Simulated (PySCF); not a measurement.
Correlation energy of P⁺ (phosphorus, charge +1)

[Ne] 3s2 3p1 4s1, high-spin 3P determinant (an excited configuration). Computed with PySCF 2.14 in aug-cc-pwCVTZ, with no relativity, point nucleus. Frozen: [Ne]; 4 electrons correlated.

```csv
level,correlation energy (mhartree)
CCSD,-76.97
(T),-2.38
CCSD(T),-79.35
```

Diagnostics: T1 = 0.016, D1 = 0.0383, largest double amplitude 0.101.

Question: Is a single reference adequate?

Answer: Mostly. T1 lies below 0.03, but a double amplitude of this size points to a near-degeneracy that CCSD handles and MP2 describes poorly.
